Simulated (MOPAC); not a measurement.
Input file for MOPAC: PM7 on H2 (SMILES [H][H]).

```
PM7 1SCF PRECISE CHARGE=0 THREADS=1
H2

H      0.13517481 1     0.37666491 1     2.95771758 1
H     -0.30582882 1    -0.11931507 1     3.29485002 1
```

Program output:

```
*******************************************************************************
 **                                                                           **
 **                              MOPAC v23.2.5                                **
 **                                                                           **
 *******************************************************************************
 ** MOPAC's Digital Object Identifier: https://doi.org/10.5281/zenodo.6511958 **
 **                                                                           **
 ** Please cite the open-source release paper for use of this MOPAC version:  **
 ** J. E. Moussa and J. J. P. Stewart (2026)                                  **
 ** MOPAC: An open-source semiempirical molecular orbital program             **
 ** J. Open Source Softw., 11(119), 8025, https://doi.org/10.21105/joss.08025 **
 *******************************************************************************

                              PM7 CALCULATION RESULTS

 *******************************************************************************
 *  PM7        - The PM7 Hamiltonian to be used
 *
 *
 *
 *                 CHARGE ON SYSTEM = 0
 *
 *
 *
 *  PRECISE    - TIGHTER CRITERIA TO BE USED
 *  1SCF       - DO 1 SCF AND THEN STOP
 *  THREADS=1  - MULTI-THREADING NOT USED
 *  T=         - A TIME OF 172800.0 SECONDS REQUESTED
 *  DUMP=N     - RESTART FILE WRITTEN EVERY 7200.0 SECONDS REQUESTED
 *******************************************************************************
PM7 1SCF PRECISE CHARGE=0 THREADS=1
 H2

   ATOM   CHEMICAL          X               Y               Z
  NUMBER   SYMBOL      (ANGSTROMS)     (ANGSTROMS)     (ANGSTROMS)

     1       H          0.13517481  *   0.37666491  *   2.95771758  *
     2       H         -0.30582882  *  -0.11931507  *   3.29485002  *



          CARTESIAN COORDINATES

    NO.       ATOM           X           Y           Z

     1         H          0.1352      0.3767      2.9577
     2         H         -0.3058     -0.1193      3.2949

 General Reference for PM7:
 "Optimization of Parameters for Semiempirical Methods VI: More Modifications to the
 NDDO Approximations and Re-optimization of Parameters", J. J. P. Stewart, J. Mol. Mod., 1:32, 19 (2013)
 https://link.springer.com/article/10.1007/s00894-012-1667-x

           Empirical Formula: H2  =     2 atoms



      MOLECULAR POINT GROUP   :   D*h


      RHF CALCULATION, NO. OF DOUBLY OCCUPIED LEVELS = 1


 -------------------------------------------------------------------------------
 PM7 1SCF PRECISE CHARGE=0 THREADS=1
 H2



     1SCF WAS SPECIFIED, SO BFGS WAS NOT USED
     SCF FIELD WAS ACHIEVED


                              PM7 CALCULATION
                                                       MOPAC v23.2.5 Linux




          FINAL HEAT OF FORMATION =        -31.85464 KCAL/MOL =    -133.27983 KJ/MOL


          COSMO AREA              =         27.23 SQUARE ANGSTROMS
          COSMO VOLUME            =         13.05 CUBIC ANGSTROMS

          IONIZATION POTENTIAL    =         15.150505 EV
          HOMO LUMO ENERGIES (EV) =        -15.151  7.160
          NO. OF FILLED LEVELS    =          1
          MOLECULAR WEIGHT        =          2.0158         POINT GROUP:  D*h

          MOLECULAR DIMENSIONS (Angstroms)

            Atom       Atom       Distance
            H     2    H     1     0.74440
            H     2    H     1     0.00000
            H     1    H     2     0.00000


          SCF CALCULATIONS        =          1





   ATOM   CHEMICAL          X               Y               Z
  NUMBER   SYMBOL      (ANGSTROMS)     (ANGSTROMS)     (ANGSTROMS)

     1       H          0.13517481  *   0.37666491  *   2.95771758  *
     2       H         -0.30582882  *  -0.11931507  *   3.29485002  *

                             CARTESIAN COORDINATES

   1    H        0.135174810     0.376664910     2.957717580
   2    H       -0.305828820    -0.119315070     3.294850020


           Empirical Formula: H2  =     2 atoms



      MOLECULAR POINT GROUP   :   D*h


                  EIGENVALUES
 -15.15050   7.15994


              NET ATOMIC CHARGES AND DIPOLE CONTRIBUTIONS

  ATOM NO.   TYPE          CHARGE      No. of ELECS.   s-Pop
    1          H          -0.000000        1.0000     1.00000
    2          H           0.000000        1.0000     1.00000
 DIPOLE           X         Y         Z       TOTAL
 POINT-CHG.    -0.000    -0.000     0.000     0.000
 HYBRID         0.000     0.000     0.000     0.000
 SUM           -0.000    -0.000     0.000     0.000


          ATOMIC ORBITAL ELECTRON POPULATIONS

     Atom    s
    1  H   1.00000
    2  H   1.00000

 **********************
 *                    *
 * JOB ENDED NORMALLY *
 *                    *
 **********************




 == MOPAC DONE ==
```

The run finished.

Cost: very roughly 0.020 core-seconds.
